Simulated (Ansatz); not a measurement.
`[AlH2][S][SnH3]` + `CCN` → `CC[NH][SnH3]` + `[AlH2][SH]` at 700 K and 1 bar (ligand exchange at the Sn–S bond).

Computed with Ansatz on PBE0-D4/def2-TZVP structures; ΔE is electronic, products minus reactants. CBS: MP2 limit from def2 TZ/QZ plus the TZ coupled-cluster correction, frozen cores. This one scheme is used for every species. Elements past krypton have def2 core potentials. For Sn outer-core shells are correlated without core-valence functions, which leaves a few kJ/mol of doubt a bond. One conformer a species, not always the lowest.

| species | CCSD(T)/CBS energy (Eh) | H − E (kJ/mol) | S (J/(mol·K)) |
| --- | --- | --- | --- |
| `[AlH2][S][SnH3]` | -856.85532 | 166.5 | 461.5 |
| `CCN` | -135.01652 | 298.7 | 354.6 |
| `CC[NH][SnH3]` | -350.22359 | 353.5 | 485.9 |
| `[AlH2][SH]` | -641.61836 | 102.7 | 330.6 |

H − E and S are ideal-gas, rigid-rotor, harmonic terms from PBE0-D4/def2-TZVP, for one conformer and one mirror image of each species. 1 Eh = 2625.50 kJ/mol, R = 8.31446 J/(mol·K).

Task: By hand: ΔE, ΔH, ΔS and ΔG.

Result: ΔE = (-350.22359) + (-641.61836) − (-856.85532) − (-135.01652) = 0.02989 Eh = 78.5 kJ/mol. Δ(H − E) = 353.5 + 102.7 − 166.5 − 298.7 = -9.0, so ΔH = 69.5 kJ/mol. ΔS = 485.9 + 330.6 − 461.5 − 354.6 = 0.4 J/(mol·K). ΔG = 69.5 − 700 × (0.4)/1000 = 69.2 kJ/mol.

Task: By hand: the equilibrium constant, and the temperature at which ΔG would vanish if ΔH and ΔS stayed fixed.

Result: log₁₀ K = −ΔG/(RT ln 10) = -5.2. ΔG = 0 at ΔH/ΔS = 173750 K, far beyond where these terms or the molecules hold.

The number of gas molecules stays the same, so ΔS is small and ΔH decides. A doubt of 5 kJ/mol in ΔE shifts log₁₀ K by 0.4 here. Other conformers and mirror images would add mixing entropy, several J/(mol·K) or more a flexible species. Modes under 60 cm⁻¹, often nearly free rotors, make the harmonic entropy too high. These are equilibria of isolated gas molecules and say nothing of rates. Largest T1 diagnostic: 0.013 (customary marks: 0.02 for closed shells, 0.045 for open ones).
